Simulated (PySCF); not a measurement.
## The third ionisation energy along group 13

All values are computed (PySCF 2.14, energy differences of UHF-based or UKS calculations, no spin-orbit coupling). Values in eV. The last column holds reference values (NIST; (s) semi-empirical, (t) theoretical, else measured). Unmarked ones compare directly (S terms, centres of terms, or small fine structure); those marked * lie between the lowest fine-structure levels and include a spin-orbit shift.

```
                               element             configurations     UHF     LDA     PBE    PBE0  r2SCAN  reference
     B (aug-cc-pV5Z, non-relativistic)             [He] 2s1 → 1s2  37.819  37.899  38.289  38.230  37.854     37.931
Al (aug-cc-pV(5+d)Z, non-relativistic)            [Ne] 3s1 → [Ne]  28.040  28.822  28.819  28.682  28.375     28.448
Ga (aug-cc-pV5Z-PP with ECP10MDF, ECP)  [Ar] 3d10 4s1 → [Ar] 3d10  29.629  31.886  31.503  31.123  31.324     30.726
In (aug-cc-pV5Z-PP with ECP28MDF, ECP)  [Kr] 4d10 5s1 → [Kr] 4d10  26.620  29.092  28.673  28.286  28.380     28.044
```

| method | elements | mean error (eV) | mean absolute error (eV) | largest error (eV) |
| --- | --- | --- | --- | --- |
| UHF | 4 | -0.760 | 0.760 | -1.424 |
| LDA | 4 | 0.637 | 0.653 | 1.160 |
| PBE | 4 | 0.534 | 0.534 | 0.778 |
| PBE0 | 4 | 0.293 | 0.293 | 0.397 |
| r2SCAN | 4 | 0.196 | 0.271 | 0.598 |

Errors include the incompleteness of the basis and the frozen core.
